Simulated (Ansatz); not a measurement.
(CsH)n off: gap (eV) at several levels, gas phase, relaxed structures; Ansatz. Clusters are the lowest isomers that short searches found in that spin, judged at the geometry's level. Core potentials for Cs in the def2 sets, no spin–orbit coupling. HOMO and LUMO are taken over both spins. The structures are stationary points that may keep the symmetry of their start.

| species | state | geometry | PBE-D4/def2-TZVP | PBE-D4/def2-TZVPD | r2SCAN-D4/def2-TZVP | B97M-V/def2-TZVP | PBE0-D4/def2-TZVPD |
| --- | --- | --- | --- | --- | --- | --- | --- |
| Cs3H2 | doublet | PBE-D4/def2-TZVP | 0.50 | 0.51 | 0.66 | 0.34 | 1.26 |
| Cs4H3 | doublet | PBE0-D4/def2-TZVP | 0.49 | 0.49 | 0.62 | 0.29 | 1.25 |
| Cs3H4 | doublet | r2SCAN-D4/def2-TZVP | 0.28 | 0.27 | 0.41 | 0.16 | 0.84 |

(1) Estimate the column for r2SCAN-D4/def2-TZVPD.

(1) Cs3H2 0.66; Cs4H3 0.63; Cs3H4 0.39.

Over the 3 species that have every level, the mean is 0.42 at PBE-D4/def2-TZVP, 0.42 at PBE-D4/def2-TZVPD, 0.56 at r2SCAN-D4/def2-TZVP, 0.56 at r2SCAN-D4/def2-TZVPD, 0.26 at B97M-V/def2-TZVP, 1.12 at PBE0-D4/def2-TZVPD. Orbital gaps grow with the share of exact exchange and aren't one observable across functionals.
